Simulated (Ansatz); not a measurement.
Consider the formal exchange of groups at the Sn–Si bond: `O[SiH2][SnH2][SiH3]` + `COCCCl` → `[SiH3][SnH2][CH2]Cl` + `COC[SiH2]O`.

Gas-phase electronic energies from Ansatz, PBE0-D4/def2-TZVP geometries. CBS: MP2 limit from def2 TZ/QZ plus the TZ coupled-cluster correction, frozen cores. Functionals use def2-TZVPP. B3LYP here is the variant with VWN-RPA as its local correlation; programs differ in this. def2 core potentials past Kr. For Sn outer-core shells are correlated without core-valence functions, which leaves a few kJ/mol of doubt a bond. Each species was taken in one conformer, which may not be the lowest.

Is it downhill or uphill in electronic energy at CCSD(T)/CBS, and by how much? (Estimate.)

Ansatz gave: Uphill: ΔE = +31.6 kJ/mol.

What do these levels give: r2SCAN-D4, PBE0-D4, ωB97X-V, ωB97M-V, B2PLYP, r2SCAN, B3LYP, HF/def2-TZVPP, SCS-MP2/def2-TZVPP, CCSD(T)/def2-TZVPP, HF/def2-QZVPP, SCS-MP2/def2-QZVPP? (Estimate.)

Ansatz gave: r2SCAN-D4 36.0, PBE0-D4 40.8, ωB97X-V 33.4, ωB97M-V 29.8, B2PLYP 34.5, r2SCAN 36.6, B3LYP 38.7, HF/def2-TZVPP 43.7, SCS-MP2/def2-TZVPP 29.4, CCSD(T)/def2-TZVPP 31.4, HF/def2-QZVPP 43.5, SCS-MP2/def2-QZVPP 29.5 kJ/mol.

Largest T1 diagnostic among the species: 0.013.

In def2-TZVPP, CCSD(T) changes the Hartree–Fock value by −12.3 kJ/mol (the triples alone add −1.9 kJ/mol) and MP2 by −14.8 kJ/mol. The D4 term adds −5.6 kJ/mol with B3LYP and −2.8 kJ/mol with PBE0; it sums over pairs of atoms, weighted by their polarisabilities, and B3LYP, whose exchange is more repulsive, gets the larger term.
